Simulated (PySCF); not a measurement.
Relaxation of quartet RhCl₂

These are results of UPBE/[Rh def2-SVP with ECP28, Cl def2-SVP], scalar-relativistic core potentials, density fitting, no spin–orbit coupling, PySCF, not measurements. A (50,194) grid was used.

A hand-made bent start, of C2v symmetry, held to at least that symmetry:

```xyz
3
charge 0 multiplicity 4, angstrom
Rh    0.0000    0.0000   -0.5199
Cl    1.8349    0.0000    0.7649
Cl   -1.8349    0.0000    0.7649
```

Question: What forces act on the atoms at the start (eV/Å)?

Answer: 
```json
{"atom": "Rh1", "Fx": "0.00", "Fy": "0.00", "Fz": "0.36"}
{"atom": "Cl2", "Fx": "0.38", "Fy": "0.00", "Fz": "-0.18"}
{"atom": "Cl3", "Fx": "-0.38", "Fy": "0.00", "Fz": "-0.18"}
```

Question: What does it relax to?

Answer: It ends at D∞h with Rh–Cl 2.227 Å (×2); Cl–Rh–Cl 180.0°. No frequency check is given, so it may be a saddle point.

Question: How much energy is released, and in how many steps?

Answer: 50.7 kJ/mol in 10 steps.

Open d and f shells are described by one determinant, and the ground state may have another occupation or spin.
